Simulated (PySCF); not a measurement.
# ReH₃⁺: breathing scan

Computed with UPBE0/[Re def2-TZVP with ECP60, H def2-TZVP], scalar-relativistic core potentials, density fitting, no spin–orbit coupling, PySCF.

Rigid scan from the quartet minimum (Re–H 1.630 Å (×3); H–Re–H 94.4° (×3)). Coordinate: all bonds to the central atom scaled together. Energies in kJ/mol from the minimum.

```
scale of all bonds to the centre  E (kJ/mol)  dipole size (D, about the centre of mass)  ⟨S²⟩
                            0.88       133.1                                       1.78  3.77
                            0.92        53.3                                       1.77  3.77
                            0.96        12.0                                       1.74  3.78
                            1.00         0.0                                       1.68  3.79
                            1.04        10.0                                       1.61  3.81
                            1.08        36.1                                       1.53  3.84
                            1.14        95.8                                       1.37  3.92
                            1.22       194.6                                       1.08  4.13
                            1.35       352.9                                       0.47  4.78
```

Spin contamination is strong at 1.22, 1.35, so these points are less reliable.

With open d or f shells other occupations or spin states may lie lower. No spin–orbit coupling is included, which matters more the heavier the element.

Other isomers or separated fragments may lie lower.
